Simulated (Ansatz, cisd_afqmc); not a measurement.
Species: As, charge 0, quartet.

Total energies in cc-pVTZ, 5 correlated electrons, 14 frozen orbitals. UHF or UKS for unpaired electrons; spin-orbit terms are left out. Correlated methods leave the cores frozen (noble-gas shells, and filled d and f shells in the p block). No relativity. AFQMC is phaseless with a CISD trial state; ± is one standard error, without the phaseless bias. Outlying blocks are dropped, and bars are widened where a walk drifts. Over all cases where full CI ran beside it in this data, AFQMC minus full CI had a median of +0.1 mEh and passed +0.4 mEh in a tenth of the cases.

| method | program | energy (Eh) | minus CCSDTQ (mEh) |
|---|---|---|---|
| HF | Ansatz | -2234.23714 | 89.29 |
| MP2 | Ansatz | -2234.30855 | 17.88 |
| CCSD | Ansatz | -2234.32292 | 3.51 |
| CCSD(T) | Ansatz | -2234.32576 | 0.66 |
| CCSDT(Q) | Ansatz | -2234.32641 | 0.01 |
| CCSDTQ | Ansatz | -2234.32643 | 0.00 |
| AFQMC/CISD | cisd_afqmc | -2234.3264 ± 0.0001 | 0.1 ± 0.1 |

Ansatz is a quantum-chemistry and plane-wave program.
